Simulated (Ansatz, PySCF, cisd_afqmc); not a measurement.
System: HTe, charge 0, doublet. HTe (SMILES [TeH], doublet).
B3LYP-D3(BJ)/def2-TZVP minimum from Ansatz (a quantum-chemistry and plane-wave program):
```xyz
2

Te     0.0000     0.0000    -0.0314
H      0.0000     0.0000     1.6331
```
Charge 0, spin multiplicity 2.

Atomisation energy term by term, kcal/mol (programs: Ansatz, cisd_afqmc). Radicals and triplets start from unrestricted determinants; spin-orbit coupling is neglected. Correlated methods leave the cores frozen (noble-gas shells, and filled d and f shells in the p block). Past Kr the def2 sets carry scalar-relativistic core potentials. The Monte Carlo rows (phaseless AFQMC, CISD trial, step 0.005/hartree) carry one-sigma bars that omit the constraint's bias. Outlying blocks are dropped, and bars are widened where a walk drifts. Over all cases where full CI ran beside it in this data, AFQMC minus full CI had a median of +0.1 mEh and passed +0.4 mEh in a tenth of the cases. CBS(X,Y): correlation extrapolated as X^-3, Hartree-Fock from the larger set. A bracket is a step between two methods taken in the basis named. For partners of very few electrons the exact lower level stands in for a higher one. Spin-orbit terms, left out, reach several kcal/mol for Br and I, and more for heavier atoms.

```csv
term,basis,kcal/mol
Hartree-Fock,def2-QZVPP,43.62
CCSD correlation,"CBS(def2-TZVPP,def2-QZVPP)",23.76
(T),"CBS(def2-TZVPP,def2-QZVPP)",0.97
CCSDT(Q) - CCSD(T),def2-QZVPP,0.11
CCSDTQ - CCSDT(Q),def2-TZVPP,0.00
minus zero-point energy,"harmonic, PySCF's Hessian at B3LYP-D3(BJ)/def2-TZVP",-3.03
sum: D0,,65.4
```

The step beyond CCSD(T) by other levels: CCSDTQ in def2-SVP 0.13; AFQMC/CISD in def2-SVP 0.13 ± 0.07; CCSDT(Q) in def2-SVP 0.13; CCSDTQ in def2-TZVPP 0.12; CCSDT(Q) in def2-TZVPP 0.12 kcal/mol.
